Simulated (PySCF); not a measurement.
# Two-component Hartree-Fock for Ag(40+) (silver, charge +40)

Start: [He] 2s2 2p3; 2p1/2 filled at m_j = -1/2, +1/2; 2p3/2 filled at m_j = +3/2. Calculated with PySCF 2.14 in an uncontracted even-tempered set (17 s from 19 bohr⁻², ratio 2.4; 12 p from 25 bohr⁻², ratio 2.4; 5 d from 87 bohr⁻², ratio 2.6; 4 f from 130 bohr⁻², ratio 2.6): generalised Hartree-Fock with the X2C-1e Hamiltonian and a Gaussian nucleus; one run each with spin-orbit coupling (SO) switched off, then screened by Boettger's factors.

```json
{"spinor shell": "1s1/2", "electrons": "2", "ε, spin-free (eV)": "-28757.2", "ε, screened SO (eV)": "-28747.0", "weight of nominal j (screened SO)": "1.000", "rms radius, screened SO (bohr)": "0.0355"}
{"spinor shell": "2s1/2", "electrons": "2", "ε, spin-free (eV)": "-6528.2", "ε, screened SO (eV)": "-6525.2", "weight of nominal j (screened SO)": "1.000", "rms radius, screened SO (bohr)": "0.140"}
{"spinor shell": "2p1/2", "electrons": "2", "ε, spin-free (eV)": "-6258.6", "ε, screened SO (eV)": "-6357.9", "weight of nominal j (screened SO)": "0.996", "rms radius, screened SO (bohr)": "0.120"}
{"spinor shell": "2p3/2", "electrons": "1", "ε, spin-free (eV)": "-6258.6", "ε, screened SO (eV)": "-6175.0", "weight of nominal j (screened SO)": "1.000", "rms radius, screened SO (bohr)": "0.124"}
```

| quantity | spin-free | screened SO |
| --- | --- | --- |
| E (hartree) | -3486.25598 | -3492.20926 |
| M_J | 3/2 | 3/2 |
| ⟨J²⟩ | 3.750 | 3.750 |
| ⟨L²⟩ | 0.000 | 2.295 |
| ⟨S²⟩ | 3.750 | 1.619 |

Each row is a mean over spinors that exchange with the open shell spreads, by up to 46.953 eV (2s1/2).

Breit and QED terms are absent; they matter most for the inner s and p1/2 levels.

Densities and radii are taken from the X2C orbitals without a picture-change correction, which distorts them close to the nucleus.

Without spin-orbit coupling the j labels of p, d and f shells carry no meaning; the spin-free column gives the mean over the occupied spinors of each nl shell.
